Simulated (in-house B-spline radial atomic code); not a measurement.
Configurations of the copper ion Cu⁵⁺, with energies counted from [Ar] 3d6. Computed with an all-electron radial atomic-structure program (B-spline basis): Dirac-Hartree-Fock, average of configuration, Fermi nucleus of rms radius 3.8823 fm. Energies include first-order Breit, QED and recoil terms.

Occupations are held fixed; configurations that lie above the ionisation limit could autoionise.

```
       configuration  E - E(ref) (eV)  highest orbital  its <r> (bohr)
        [Ar] 3d5 4p1           46.464            4p3/2           1.952
        [Ar] 3d5 4f1           75.345            4f5/2           2.883
    [Ne] 3s2 3p5 3d7           76.579            3d5/2          0.7613
        [Ar] 3d5 6p1           86.135            6p3/2           5.894
        [Ar] 3d5 5f1           86.514            5f5/2           5.076
        [Ar] 3d5 5g1           86.914            5g9/2           4.578
        [Ar] 3d5 6g1           92.901            6g9/2           7.323
[Ne] 3s2 3p5 3d6 4f1           151.35            4f5/2           2.876
[Ne] 3s2 3p5 3d6 6s1           159.99            6s1/2           5.456
[Ne] 3s2 3p5 3d6 5f1           162.54            5f5/2           5.067
[Ne] 3s2 3p5 3d6 7f1           172.37            7f5/2           10.98
```

Q: Order these further configurations by energy, lowest first.
A. [Ar] 3d5 6f1
B. [Ar] 3d5 7p1
C. [Ar] 3d5 4s1
D. [Ar] 3d5 7f1
E. [Ar] 3d5 5s1

A: C (35.195 eV), E (69.731 eV), B (92.486 eV), A (92.637 eV), D (96.335 eV).

Q: How far above the reference does [Ar] 3d5 7s1 lie?

A: 91.247 eV; its least bound orbital is 7s1/2 with <r> = 8.044 bohr.

Q: How far above the reference does [Ne] 3s2 3p5 3d6 6f1 lie?

A: 168.67 eV; its least bound orbital is 6f5/2 with <r> = 7.771 bohr.

Q: How far above the reference does [Ar] 3d5 6s1 lie?

A: 83.951 eV; its least bound orbital is 6s1/2 with <r> = 5.457 bohr.

Q: One of these lies 167.3 eV from the reference. Which?
A. [Ar] 3d5 5p1
B. [Ar] 3d5 7g1
C. [Ne] 3s2 3p5 3d6 7s1

A: C.
